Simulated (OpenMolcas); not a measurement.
A run on Hf+.

```json
{
 "Program": "OpenMolcas 26.06",
 "Method": "SS-CASPT2, IPEA 0.6 Eh, no level shift (closed shells correlated: 4f 5s 5p)",
 "Basis": "ANO-RCC-VTZP [8s7p5d3f2g1h]",
 "Scalar Hamiltonian": "DKH3, point nucleus",
 "Active space": "3 electrons in 5 orbitals (5d)",
 "State averaging": "2S+1 = 4 even, 10 roots; 2S+1 = 2 even, 35 roots kept (CI in the orbitals of an earlier block)",
 "Spin-orbit coupling": "RASSI with atomic mean-field integrals over the reference wave functions, term energies averaged over their components"
}
```

First CASPT2 step and the start of its output:

```
&CASPT2
Multistate=10 1 2 3 4 5 6 7 8 9 10
NoMult
Frozen=14 9
IPEA=0.6
MaxIter=60
WThr=0.0 0.3 0.05
PrWF=0.5
NoMix
```

```
--- CASPT2 ---
Orbital specifications:
      -----------------------

      Symmetry species                           1   2
                                                ag  au
      Frozen orbitals                           14   9
      Inactive orbitals                          1  10
      Active orbitals                            5   0
      Secondary orbitals                        31  34
      Deleted orbitals                           0   0
      Number of basis functions                 51  53
Type of calculation                        SS-CASPT2
      Fock operator                              state-specific
      IPEA shift                                 0.60
      Real shift                                 0.00
      Imaginary shift                            0.00
      The input orbitals will be transformed to quasi-canonical
Reference energy:      -15075.7656199685
      E2 (Non-variational):      -1.1798041831
      E2 (Variational):          -1.1798041305
      Total energy:          -15076.9454240990
      Residual norm:              0.0000005098
      Reference weight:           0.88170
      Contributions to the CASPT2 correlation energy
      Active & Virtual Only:         -0.0129676667
      One Inactive Excited:          -0.1362885133
      Two Inactive Excited:          -1.0305480031
Reference energy:      -15075.7656199685
      E2 (Non-variational):      -1.1797012207
      E2 (Variational):          -1.1797011672
      Total energy:          -15076.9453211356
      Residual norm:              0.0000005350
      Reference weight:           0.88179
      Contributions to the CASPT2 correlation energy
      Active & Virtual Only:         -0.0128802372
      One Inactive Excited:          -0.1362765261
...
```

Over all roots the printed reference weights run from 0.22 to 0.88, and roots that are degenerate in the reference spread by up to 5700 cm-1.

**Question.** Did the run give usable levels, and if not, why?

**Answer.** No. The equations converged, but the reference weight falls to 0.22 for at least one root against 0.88 for the best. A drop of that size marks an intruder state, so the energies of such roots and the levels built on them can't be trusted.
